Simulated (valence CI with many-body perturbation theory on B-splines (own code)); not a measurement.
Sc¹⁵⁺: what the settings do

Computed by configuration interaction combined with many-body perturbation theory (CI+MBPT): four valence electrons over a frozen Dirac-Fock core [He], a basis of 6 s, 6 p, 5 d, 3 f, 1 g functions for each j, with the one-electron correlation potential Σ1 (screened to all orders), the two-electron term Σ2, the three-electron term Σ3, Breit, model QED; selected single and double excitations, second order for the rest (own B-spline code, finite nucleus).

No measured spectrum was set against this ion. As an estimate, levels of excited configurations hold to 0.05 to 0.15 % of their energy, terms of the ground configuration to about 0.5 %.

The reference run has the lowest level 2s2 2p2 3P_0 and an ionisation energy of 1009.48 eV. Its largest variational space holds 10000 state functions.

Changed runs:
A. size limit of the variational space 10000 → 6000; selection threshold (hartree) 2e-08 → 2e-07
B. size limit of the variational space 10000 → 3000; second order for the rest on → off
C. size limit of the variational space 10000 → 6000; natural orbitals for correlation on → off
D. size limit of the variational space 10000 → 100; second order for the rest on → off (bad on purpose)

Excitation energies of the reference run in cm⁻¹, and shifts in cm⁻¹:

| Level | Reference | A | B | C | D |
| --- | --- | --- | --- | --- | --- |
| 2s2 2p2 3P_1 | 22942 | -0.3 | +495 | -78 | +3660 |
| 2s2 2p2 3P_2 | 45042 | -0.3 | +693 | +84 | +2476 |
| 2s2 2p2 1D_2 | 123693 | -0.2 | +657 | +2112 | +4453 |
| 2s2 2p2 1S_0 | 219104 | 0 | -3.8 | +1696 | +2384 |
| 2s 2p3 5S°_2 | 303056 | -0.3 | +299 | -5077 | +577 |
| 2s 2p3 3D°_2 | 536831 | +0.1 | +431 | +1816 | +6251 |
| 2s 2p3 3D°_1 | 537934 | 0 | +335 | +1856 | +5832 |
| 2s 2p3 3D°_3 | 542240 | +0.2 | +295 | +1740 | +5750 |
| 2s 2p3 3P°_0 | 629029 | +0.1 | -0.7 | +2503 | +3342 |
| 2s 2p3 3P°_1 | 630697 | -0.1 | +349 | +2487 | +9735 |
| 2s 2p3 3P°_2 | 634844 | -0.1 | +429 | +2445 | +9275 |
| 2s 2p3 3S°_1 | 782955 | +0.1 | +409 | +5248 | +9309 |
| Ionisation energy (eV) | 1009.48 | 0 | -0.00086 | -0.41 | -0.25 |
